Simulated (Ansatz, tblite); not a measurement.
Removing and adding an electron: `c1ccc(-c2ccc(-c3ccc(-c4ccc(-c5ccccc5)cc4)cc3)cc2)cc1`. The state is a singlet with charge 0. Geometry: r2SCAN-D4/def2-SVP. Ansatz, gas phase; energy differences of separate SCF runs; the oxidised species was run as a doublet alone; the reduced species was run as a doublet alone.

Cartesian coordinates in Å:
```
C 9.6502 2.8139 0.4369
C 8.9057 2.6624 1.6112
C 7.5671 2.2720 1.5508
C 6.9404 2.0235 0.3140
C 5.5216 1.6097 0.2496
C 4.6844 2.0336 -0.8002
C 3.3483 1.6459 -0.8597
C 2.7853 0.8118 0.1256
C 1.3684 0.3987 0.0615
C 0.9556 -0.8689 0.5158
C -0.3796 -1.2584 0.4546
C -1.3688 -0.3992 -0.0622
C -2.7857 -0.8123 -0.1262
C -3.6287 -0.3719 -1.1652
C -4.9645 -0.7606 -1.2251
C -5.5217 -1.6098 -0.2498
C -6.9404 -2.0234 -0.3138
C -7.9316 -1.1390 -0.7825
C -9.2703 -1.5295 -0.8429
C -9.6494 -2.8130 -0.4359
C -8.6764 -3.7024 0.0319
C -7.3376 -3.3125 0.0922
C -4.6793 -2.0511 0.7888
C -3.3439 -1.6612 0.8495
C -0.9559 0.8687 -0.5156
C 0.3795 1.2578 -0.4560
C 3.6234 0.3863 1.1744
C 4.9585 0.7774 1.2359
C 7.7033 2.1802 -0.8599
C 9.0418 2.5707 -0.7988
H 10.6993 3.1198 0.4845
H 9.3679 2.8610 2.5830
H 6.9869 2.1848 2.4743
H 5.0844 2.6951 -1.5743
H 2.7311 1.9809 -1.6986
H 1.7023 -1.5767 0.8869
H -0.6582 -2.2652 0.7788
H -3.2182 0.2558 -1.9615
H -5.5814 -0.4308 -2.0663
H -7.6496 -0.1235 -1.0766
H -10.0249 -0.8219 -1.1998
H -10.6985 -3.1188 -0.4832
H -8.9603 -4.7127 0.3420
H -6.5804 -4.0250 0.4332
H -5.0903 -2.6806 1.5836
H -2.7285 -1.9899 1.6922
H -1.7029 1.5765 -0.8862
H 0.6579 2.2644 -0.7808
H 3.2150 -0.2478 1.9668
H 5.5847 0.4152 2.0565
H 7.2463 1.9650 -1.8303
H 9.6176 2.6748 -1.7235
```

The xTB rows come from tblite. Single mean-field runs in def2-TZVP are fitted with def2-universal-jkfit.

Problem. Estimate orbital energies and vertical ionisation energies and electron affinities at: GFN1-xTB; GFN2-xTB; PBE-D4/def2-TZVP; PBE0-D4/def2-TZVP.

Solution. 
| level | −HOMO (eV) | vertical IE (eV) | −LUMO (eV) | vertical EA (eV) | HOMO–LUMO gap (eV) | IE − EA (eV) | remarks |
| --- | --- | --- | --- | --- | --- | --- | --- |
| GFN1-xTB | 11.03 | 12.54 | 8.27 | 6.73 | 2.76 | 5.81 | – |
| GFN2-xTB | 10.01 | 11.56 | 7.22 | 5.68 | 2.78 | 5.89 | – |
| PBE-D4/def2-TZVP | 5.21 | 6.74 | 2.37 | 0.99 | 2.85 | 5.74 | HOMO above zero (-1 doublet) |
| PBE0-D4/def2-TZVP | 5.99 | 7.05 | 1.64 | 0.70 | 4.35 | 6.35 | HOMO above zero (-1 doublet) |

   A HOMO above zero means that the electron is unbound at that level or that self-interaction error raises the level; the energy of removing that electron tells which. Raw xTB energy differences between charge states are shifted by several eV; the methods need an empirical correction for them. Sets without diffuse functions give affinities that are too small.
